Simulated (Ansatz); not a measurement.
Input (CCSDT(Q)/def2-SVP; Ansatz, an electronic-structure program):

Ansatz 0.2 input:
```yaml
crystal:
  periodic: [false, false, false]
  atoms:
    - {symbol: Ge, position_ang: [0.00319734, -0.00156777, 0.93712718]}
    - {symbol: I, position_ang: [1.07271615, -1.87185257, -0.28970187]}
    - {symbol: I, position_ang: [-1.07464661, 1.87279915, -0.27611076]}
basis:
  gaussian:
    orbitals: def2-SVP
total_charge: 1
magnetization: {spin_polarized: true, initial_magnetization: 1}
correlation: {method: ccsdt_q, electrons: outside_noble_gas}
```

Output:

```
Functional definition: HF
integrals: 0.23 GiB planned
1672 factors; integrals over basis functions are off by at most 1.0e-7 eV
mean field: 0.96 GiB planned
mean field evaluation 1: about -72602.9209 eV, gradient 1.4e1 eV
mean field evaluation 2: about -72603.0464 eV, gradient 1.4e1 eV
mean field evaluation 4: about -72604.8331 eV, gradient 2.0e0 eV
mean field evaluation 8: about -72604.9305 eV, gradient 1.5e-1 eV
mean field evaluation 16: about -72604.9319 eV, gradient 3.2e-6 eV
mean field evaluation 32: about -72603.8651 eV, gradient 6.6e0 eV
mean field evaluation 64: about -72600.2688 eV, gradient 1.0e1 eV
mean field evaluation 96: about -72603.2858 eV, gradient 1.4e-2 eV
mean field evaluation 128: about -72602.4731 eV, gradient 9.4e-2 eV
mean field evaluation 160: about -72601.0277 eV, gradient 1.3e0 eV
mean field evaluation 192: about -72601.9861 eV, gradient 7.3e-4 eV
mean field evaluation 224: about -72601.1976 eV, gradient 3.9e-4 eV
mean field evaluation 256: about -72600.8870 eV, gradient 7.9e-1 eV
mean field evaluation 288: about -72603.2983 eV, gradient 8.1e-1 eV
mean field evaluation 320: about -72603.2858 eV, gradient 2.6e-4 eV
mean field evaluation 352: about -72602.4349 eV, gradient 4.0e-1 eV
mean field -72604.93186401 eV, -2668.1820326121 hartree, gradient 3.2e-6 eV, S^2 0.790232; 10 other end points of the search recorded, 0 dependent functions left out
determinant -72604.93186401 eV, -2668.1820326121 hartree, with singles and doubles -72612.55917906 eV, -2668.4623312702 hartree
determinant -72603.32561067 eV, -2668.1230038903 hartree, with singles and doubles -72611.25717781 eV, -2668.4144836067 hartree
determinant -72603.28579381 eV, -2668.1215406479 hartree, with singles and doubles -72611.15623898 eV, -2668.4107741733 hartree
determinant -72602.47465061 eV, -2668.0917316850 hartree, with singles and doubles -72610.14243762 eV, -2668.3735176603 hartree
determinant -72602.20702633 eV, -2668.0818966744 hartree, with singles and doubles -72610.36310158 eV, -2668.3816269113 hartree
determinant -72602.12759089 eV, -2668.0789774754 hartree, with singles and doubles -72609.46802511 eV, -2668.3487334577 hartree
determinant -72601.98605816 eV, -2668.0737762438 hartree, with singles and doubles -72610.17593021 eV, -2668.3747484902 hartree
determinant -72601.69669968 eV, -2668.0631425159 hartree, with singles and doubles -72609.18402609 eV, -2668.3382966863 hartree
determinant -72601.50415207 eV, -2668.0560665215 hartree, with singles and doubles -72609.22530446 eV, -2668.3398136383 hartree
32 core orbitals not correlated
reference -72604.93186401 eV, -2668.1820326121 hartree; 9, 8 occupied and 43, 44 virtual orbitals, 1672 factors
second order -6.87555246 eV of doubles, -0.00000000 eV of singles
coupled cluster: 2.63 GiB planned
cycle   1  -7.29968748 eV  change   -4.2e-1 eV  update   1.2e-1
cycle   2  -7.66382134 eV  change   -3.6e-1 eV  update   6.6e-2
cycle   3  -8.00964599 eV  change   -3.5e-1 eV  update   4.2e-2
cycle   4  -7.99074953 eV  change    1.9e-2 eV  update   1.7e-2
cycle   5  -7.97842949 eV  change    1.2e-2 eV  update   1.1e-2
cycle   6  -7.98980750 eV  change   -1.1e-2 eV  update   5.7e-3
cycle   7  -7.99387445 eV  change   -4.1e-3 eV  update   3.6e-3
cycle   8  -7.99284745 eV  change    1.0e-3 eV  update   1.8e-3
cycle   9  -7.99340164 eV  change   -5.5e-4 eV  update   1.3e-3
cycle  10  -7.99352285 eV  change   -1.2e-4 eV  update   5.2e-4
cycle  11  -7.99359651 eV  change   -7.4e-5 eV  update   2.8e-4
cycle  12  -7.99381485 eV  change   -2.2e-4 eV  update   1.3e-4
cycle  13  -7.99379291 eV  change    2.2e-5 eV  update   6.2e-5
cycle  14  -7.99381388 eV  change   -2.1e-5 eV  update   3.2e-5
cycle  15  -7.99383183 eV  change   -1.8e-5 eV  update   1.8e-5
cycle  16  -7.99383546 eV  change   -3.6e-6 eV  update   1.2e-5
cycle  17  -7.99384360 eV  change   -8.1e-6 eV  update   7.2e-6
cycle  18  -7.99384307 eV  change    5.2e-7 eV  update   4.3e-6
cycle  19  -7.99383949 eV  change    3.6e-6 eV  update   2.3e-6
cycle  20  -7.99383844 eV  change    1.1e-6 eV  update   1.3e-6
coupled cluster: 2.63 GiB planned
perturbative correction -0.03148310 eV, -0.0011569828 hartree
Total energy: -72612.95718555 eV, -2668.4769577390 hartree
```

The determinant is spin-contaminated: <S^2> is 0.79, 0.04 over the pure value.
